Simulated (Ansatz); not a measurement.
C$_{2}$H$_{7}$AlClN (`C[N](C)[AlH][Cl]`). Charge 0, multiplicity 1.

| atom | x (Å) | y (Å) | z (Å) |
| --- | --- | --- | --- |
| C1 | 1.331 | -0.330 | -0.265 |
| N2 | -0.040 | 0.041 | -0.006 |
| C3 | -0.769 | -0.985 | 0.702 |
| Al4 | -0.797 | 1.560 | -0.477 |
| Cl5 | 0.370 | 2.972 | -1.505 |
| H6 | 1.390 | -1.244 | -0.873 |
| H7 | 1.853 | 0.465 | -0.800 |
| H8 | 1.876 | -0.525 | 0.670 |
| H9 | -1.802 | -0.674 | 0.883 |
| H10 | -0.311 | -1.205 | 1.676 |
| H11 | -0.797 | -1.925 | 0.134 |
| H12 | -2.303 | 1.850 | -0.138 |

Q: What are the harmonic wavenumbers in cm⁻¹ at PBE0-D4/def2-TZVP (Ansatz, finite differences of forces, unscaled)? (Estimate.)

A: Ansatz gave: 93, 122, 206, 247, 257, 293, 360, 468, 512, 626, 701, 1031, 1092, 1116, 1170, 1223, 1321, 1442, 1468, 1471, 1481, 1498, 1520, 1983, 2986, 2991, 3027, 3035, 3100, 3122.

Q: Is this a minimum?

A: Yes, all 30 modes are real.

Q: Give the ideal-gas thermochemistry at 298.15 K and 1 bar (rigid rotor, harmonic oscillator; point group Cs, symmetry number 1).

A: Zero-point energy 239.0 kJ/mol; H(298) − E = 261.1 kJ/mol; entropy 354.4 J/(mol·K), of which translation 167.2, rotation 115.0, vibration 72.1; G(298) − E = 155.4 kJ/mol. Modes under 100 cm⁻¹ are hindered rotations or soft bends, so the harmonic entropy is rough.

Q: And at 400, 500, 600, 800 and 1000 K?

A: 
```csv
T (K),H − E (kJ/mol),S (J/mol/K),G − E (kJ/mol)
400,273.6,390.2,117.5
500,287.8,421.9,76.8
600,303.8,451.1,33.2
800,340.2,503.2,-62.4
1000,381.0,548.7,-167.7
```
